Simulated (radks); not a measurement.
Values are calculated unless marked as measured or tabulated.
Problem. All-electron atom: the samarium ion Sm+ in [Xe] 4f6 6s1. Level of theory: Dirac Kohn-Sham, PBEsol, spin-unpolarised, spherical densities, point nucleus; open shells fill j = l - 1/2 first (a radial shooting solver on a logarithmic mesh with Libxc functionals).

Spin-orbit splittings of the eigenvalues, e(l+1/2) - e(l-1/2), with zeta = 2 splitting/(2l+1) and mean radii in bohr:

shell  occ.  splitting (eV)  zeta (eV)  <r> j=l-1/2  <r> j=l+1/2
2p        6           602.5      401.7      0.08074      0.08737
3p        6           122.0      81.31       0.2443       0.2570
3d       10           26.50      10.60       0.2287       0.2326
4p        6           26.82      17.88       0.5935       0.6226
4d       10           4.787      1.915       0.6653       0.6757
4f        6               ?          ?        1.002        1.021
5p        6           3.547      2.365        1.593        1.688
5d        0          0.2310    0.09242        2.788        2.856
6p        0          0.3246     0.2164        4.818        5.044

Estimate the 4f splitting.

Solution. 0.5387 eV (zeta = 0.1539 eV).
